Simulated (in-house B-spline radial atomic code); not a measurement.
Ionising Se30+ with different functionals

Computed with a B-spline radial code for spherical atoms: scalar-relativistic (spin-free X2C) Hamiltonian, Fermi nucleus of rms radius 4.14 fm, spin-polarised at highest spin, spherical fractional occupations for the functionals, the average over the highest-spin determinants for Hartree-Fock. The ionisation energy is the difference of two self-consistent energies, [He] 2s2 → [He] 2s1, without Breit or QED terms; ε is the level of the shell that loses the electron (its least bound occupied spin orbital). There is no spin-orbit coupling in this Hamiltonian.

| method | rung | ΔSCF (eV) | -ε(2s) (eV) |
| --- | --- | --- | --- |
| Hartree-Fock | Hartree-Fock | 3501.7 | 3502.0 |
| LDA VWN5 | LDA | 3500.0 | 3448.1 |
| r2SCAN | meta-GGA | 3501.1 | 3456.2 |
| r2SCAN0 | global hybrid | ? | ? |
| B3LYP | global hybrid | ? | ? |

What does r2SCAN0 give?

ΔSCF 3501.6 eV, and -ε(2s) = 3467.9 eV.

What does B3LYP give?

ΔSCF 3504.6 eV, and -ε(2s) = 3463.5 eV.

Among the functionals, which spreads more, the ΔSCF values or the orbital energies?

The orbital energies: ΔSCF values span about 4.7 eV and the orbital energies 19.8 eV; here energy differences depend much less on the functional than eigenvalues do.

How do they compare with the NIST value?

NIST lists 3507 eV ± 3 (semi-empirical, ground level to ground level). Errors run from -7.0 to -2.4 eV; B3LYP is closest (-2.4 eV), though others lie within the uncertainty of it, and part of that can be cancellation, since the calculations leave out Breit-QED terms, the near-degeneracy of s² and p². Hartree-Fock also lacks correlation.
